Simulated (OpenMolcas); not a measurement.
# Ni2+: moving the ligands

Ni2+ with its 6 nearest fluoride ions at 2.009 Å, on the Zn site of KZnF3 (a = 4.054 Å, distance in the model lattice 2.027 Å). The rest of the host is ab initio model potentials to 7.6 Å, with orthogonalisation functions on the cations behind the ligands, and point charges beyond; the distance is set by hand and nothing relaxes. Ligand basis ANO-RCC-VDZP.

| Property | Result |
| --- | --- |
| Program | OpenMolcas 26.06 |
| Method | CASSCF |
| Basis | ANO-RCC-VTZP [6s5p3d2f1g] |
| Scalar Hamiltonian | DKH2, point nucleus |
| Active space | 8 electrons in 5 orbitals (3d) |
| State averaging | 2S+1 = 3 even, 10 roots; 2S+1 = 1 even, 15 roots |
| Spin-orbit coupling | state interaction with AMFI integrals over the reference wave functions |

Runs around this geometry, states (labels of O, the rotations of Oh). Energies in cm-1 above the lowest state or level, χT in cm3 K/mol; 10Dq and B are least-squares fits to the states below 45000 cm-1, weighted by degeneracy, with a free offset, and given where the rms deviation is under 5 % of |10Dq| (or 100 cm-1) and under 700 cm-1.

| R (Å) | Ground state | First state of that spin | 10Dq | B (rms of fit) | First gap with spin-orbit (degeneracies) | χT at 300 K | First state of another spin |
| --- | --- | --- | --- | --- | --- | --- | --- |
| 2 | 3A2 | 3T2 6847 | 6661 | 1288 (88) | 6582 (3, 2) | 1.444 | 1E 18894 |
| 2.009 | 3A2 | 3T2 6673 | 6492 | 1288 (86) | 6407 (3, 2) | 1.455 | 1E 18869 |
| 2.027 | 3A2 | 3T2 6340 | 6168 | 1289 (82) | 6074 (3, 2) | 1.480 | 1E 18819 |

Taking |10Dq| as R^-n, n = -ln(6168 / 6661) / ln(2.027 / 2) = 5.7 between the shortest and longest distance. The point-charge formula for a cubic d site gives n = 5.

Without dynamic correlation the repulsion within the d shell is too large (B by tens of per cent), so at a given field states of lower spin stand too high. Ligand-to-metal charge-transfer states are missing. With no ligand orbital active B as a rule stays too high, so bands that hang on it stand too high and its fall with covalency is understated. With metal d orbitals alone and no dynamic correlation 10Dq can be off by a tenth to a fifth, either way, in oxide and fluoride hosts. No measured value stands beside these numbers; the geometry was set by hand and not optimised.
